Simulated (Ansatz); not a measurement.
BH₉Si₃ (`B[SiH]([SiH3])[SiH3]`) at its PBE0-D4/def2-TZVP geometry, where that method's forces vanish. Charge 0, multiplicity 1.

```xyz
13

B    -1.3906   -0.7821   -1.4639
Si   -0.7434   -0.0089    0.2504
Si    0.8941   -1.4329    1.1395
Si    0.3989    1.9844   -0.2203
H    -0.5936   -1.0115   -2.3264
H    -2.5392   -1.0308   -1.6795
H    -1.7902    0.2495    1.2807
H     1.9900   -1.5931    0.1465
H     0.3385   -2.7761    1.4564
H     1.4569   -0.8483    2.3866
H    -0.4946    2.9920   -0.8530
H     0.9510    2.5642    1.0338
H     1.5223    1.6936   -1.1508
```

**Question.** What forces (eV/Å) does B3LYP-D4/def2-TZVPP give on these atoms in the Gaussian-basis code of Ansatz? (Estimate.)

**Answer.** Computed: 
```
B1  -0.054 -0.054 -0.109
Si2 -0.106  0.001  0.040
Si3  0.100 -0.102  0.066
Si4  0.064  0.142 -0.028
H5  -0.096  0.023  0.091
H6   0.126  0.024  0.012
H7   0.055 -0.017 -0.064
H8  -0.065  0.006  0.068
H9   0.042  0.077 -0.016
H10 -0.029 -0.042 -0.075
H11  0.061 -0.055  0.037
H12 -0.029 -0.029 -0.081
H13 -0.069  0.025  0.059
```

B3LYP here is the variant with VWN-RPA as its local correlation; programs differ in this.
